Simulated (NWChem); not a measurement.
# C2H5O, doublet; SMILES C[CH]O

```xyz
8

C     -0.2169    -1.2206    -0.0074
C      0.4929     0.0798    -0.1426
O     -0.2802     1.1777     0.1651
H      0.4050    -2.0347    -0.3947
H     -0.4710    -1.4622     1.0401
H     -1.1593    -1.2092    -0.5697
H      1.5566     0.1535     0.0908
H      0.2652     1.9749     0.0900
```
Atoms are numbered in this order, from 1.

All runs: NWChem. Pople sets run with spherical d functions. Spin-unrestricted. Coordinates come from a B3LYP/6-31G* (spherical d), spin-unrestricted optimisation. No stability test was run on the SCF state. B3LYP is NWChem's, with the RPA form of VWN correlation. Solvent water, SMD (1 M gas to 1 M solution), gas-phase geometry. Reactions with the solvent are ignored.

```
level             basis functions  solvation free energy (kcal/mol)  cavity-dispersion-structure term (kcal/mol)  dipole in solution (D)  relative time
----------------  ---------------  --------------------------------  -------------------------------------------  ----------------------  -------------
B3LYP/STO-3G                   20                              -1.1                                          3.2                    1.44              1
B3LYP/3-21G                    37                              -4.4                                          3.2                    1.88              1
B3LYP/6-31G*                   52                              -3.5                                          3.2                    1.78              2
B3LYP/6-31+G*                  64                              -4.3                                          3.2                    1.96              4
B3LYP/6-311G**                 84                              -3.5                                          3.2                    1.81              4
B3LYP/6-311++G**              101                              -4.0                                          3.2                    1.90              8
```

Times are rough ratios from one shared machine.
